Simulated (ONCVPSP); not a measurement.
## sulfur (S): excitation energies, all-electron against ONCV

* Element: sulfur
* Generator: ONCVPSP 4.0.1
* Type: optimised norm-conserving Vanderbilt (ONCV)
* Functional: PBE
* Relativity: non-relativistic
* Frozen core: [He]
* Valence charge: 14
* Reference configuration: 2s2 2p6 3s2 3p4
* Partial waves: 2s+3s: rc 0.40 bohr, ncon 4, nbas 8, qcut 26.4 1/bohr, 2 projectors; 2p+3p: rc 0.70 bohr, ncon 4, nbas 8, qcut 23.4 1/bohr, 2 projectors
* Local potential: polynomial inside 0.30 bohr (lpopt 3, dvloc0 0 Ha)
* Core correction: polynomial model core, fcfact 0.65

Energies are relative to the spin-unpolarised reference configuration 2s2 2p6 3s2 3p4; without spin polarisation the order of configurations can differ from experiment.

| valence configuration | charge | ΔE all-electron (eV) | error AE − PS (meV) |
| --- | --- | --- | --- |
| 2s2 2p6 3s2 3p3 | +1 | 11.782 | +0.1 |
| 2s2 2p6 3s2 3p2 | +2 | 34.078 | +1.0 |
| 2s2 2p6 3s2 3p3.5 | +0.5 | 4.667 | 0.0 |

(1) What are ΔE and the potential's error for 2s2 2p6 3s2 3p1?

Levels in the configuration 2s2 2p6 3s2 3p3.5:

```csv
level,all-electron (eV),pseudo (eV)
2s,-215.991,-215.990
2p,-162.065,-162.060
3s,-22.125,-22.125
3p,-11.717,-11.716
```

Results:

(1) ΔE = 68.128 eV all-electron; the error (AE − PS) is +3.9 meV.
